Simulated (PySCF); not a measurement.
Predicted microwave data (CAM-B3LYP/def2-SVPD in PySCF (dipole) on a GFN2-xTB geometry, gas phase) for one isomer of C6H13N:

* Rotational constants: A = 7508, B = 1258, C = 1165 MHz
* Dipole components: |μa| = 0.55 D, |μb| = 0.24 D, |μc| = 1.11 D
* Inertial defect: -35.13 u·Å²
* κ: -0.97

Problem. Which structure is it? (One computed conformer of each.)
A. `[CH3:1][C@@H:2]([NH2:3])[CH:4]1[CH2:5][CH2:6][CH2:7]1` with C1–C2–N3–H -58° and 61°, C1–C2–C4–C5 69°, C2–C4–C5–C6 129°, C4–C5–C6–C7 -9°, C5–C6–C7–C4 9°, C2–C4–C7–C6 -129°
B. `[CH2:1]=[N:2][CH2:3][C:4]([CH3:5])([CH3:6])[CH3:7]` with C1–N2–C3–C4 -124°
C. `[CH3:1][CH2:2][CH2:3][C@@H:4]1[CH2:5][CH2:6][NH:7]1` with C1–C2–C3–C4 -179°, C2–C3–C4–C5 174°, C3–C4–C5–C6 -129°, C4–C5–C6–N7 13°, C5–C6–N7–C4 -13°, C3–C4–N7–C6 133°

Solution. C. It is CCC[C@@H]1CCN1, a near-prolate asymmetric top, point group C1. The candidates at the same level (rigid rotor, commonest isotopes):

```
          SMILES  A (MHz)  B (MHz)  C (MHz)  μa (D)  μb (D)  μc (D)  Δ (u·Å²)  point group                        rotor
  CCC[C@@H]1CCN1     7508     1258     1165    0.55    0.24    1.11    -35.13           C1  near-prolate asymmetric top
C[C@@H](N)C1CCC1     4727     1856     1449    0.78    0.89    0.34    -30.36           C1               asymmetric top
    C=NCC(C)(C)C     4243     1707     1682    0.28    1.24    0.44   -114.81           C1  near-prolate asymmetric top
```

`C[C@@H](N)C1CCC1` has B 47 % too high; `C=NCC(C)(C)C` has C 44 % too high. No structure here is proved a minimum.
